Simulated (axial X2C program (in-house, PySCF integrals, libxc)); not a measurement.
Potential curves of NaMo, 2c

Computed with an axial X2C code built on PySCF integrals. Two-component (2c) means X2C with spin–orbit coupling and atomic mean-field two-electron Coulomb and Gaunt terms. Basis: Mo dyall-cv3z [11s12p9d5f3g], Na dyall-cv3z [9s8p5d2f] (cores contracted in-house); Gaussian nuclei, density fitting, unrestricted open shells. Masses: Mo 97.905 u, Na 22.990 u.

State: Ω = 5/2 (⟨Sz⟩ = 2.50, ⟨Lz⟩ = 0.00 at HF). Energies in kJ/mol from the fragments at the same level (Mo + Na). Fits are polynomials in 1 − R0/R over 0.85 to 1.23 times the lowest point R0.

```
 R (Å)  CCSD(T)    PBE0      M06    CCSD
2.6665           -43.28  -123.96        
2.7892   -58.56  -53.09  -130.80  -51.35
2.8811   -62.19  -57.37  -132.91  -55.40
2.9730   -63.87  -59.58  -133.09  -57.48
3.0650   -63.92  -60.17  -131.68  -57.93
3.1723   -62.40  -59.35  -128.59  -56.88
3.2795   -59.67  -57.27  -124.20  -54.61
3.4175   -54.86  -53.42  -117.19  -50.38
3.5860           -47.67  -107.33
```

Correlated methods: 7 electrons correlated (number of frozen shells: Mo 4 s, 3 p, 1 d; Na 2 s, 1 p), 315 virtual spin orbitals or spinors in MP2, 88 natural virtuals in coupled cluster.

Occupations by symmetry block were frozen at the best pattern of an incomplete PBE0 search. De is counted from the lowest determinant-based energies of the atoms at the same level, without counterpoise correction. Density functionals use the spin component along the axis (collinear). CCSD and (T) use frozen natural virtuals with an MP2 correction for the truncation; (T) itself is uncorrected, so its De runs slightly low. With several unpaired electrons one determinant need not be a pure state. This is the top spin component of a Σ state; components of lower Ω are not single determinants and can lie lower. The determinant is spin-polarised beyond a pure state at some levels (its spin-free form has ⟨S²⟩ too high), which makes Re and μ there less reliable. The T1 diagnostic is large, a sign of multireference character. With the outer-core shells frozen, correlated bond lengths of heavy atoms tend to come out a few hundredths of an ångström too long. Coupled cluster ran on the points near the minimum only. MP2 and coupled cluster on one determinant become unreliable at the stretched end.

Problem. What are Re, ωe and De at the CCSD(T) level?

Solution. At CCSD(T), 2c: Re = 3.021 Å, ωe ≈ 160 cm⁻¹, De = 0.66 eV to Mo + Na; Be follows as 0.0992 cm⁻¹.

Problem. What are Re, ωe and De at the PBE0 level?

Solution. At PBE0, 2c: Re = 3.059 Å, ωe ≈ 150 cm⁻¹, De = 0.62 eV to Mo + Na; Be follows as 0.0967 cm⁻¹.

Problem. What are Re, ωe and De at the M06 level?

Solution. At M06, 2c: Re = 2.934 Å, ωe ≈ 174 cm⁻¹, De = 1.38 eV to Mo + Na; Be follows as 0.105 cm⁻¹.

Problem. Fit the CCSD curve near its minimum: give the equilibrium distance, the harmonic wavenumber and the well depth.

Solution. At CCSD, 2c: Re = 3.048 Å, ωe ≈ 154 cm⁻¹, De = 0.60 eV to Mo + Na; Be follows as 0.0975 cm⁻¹.
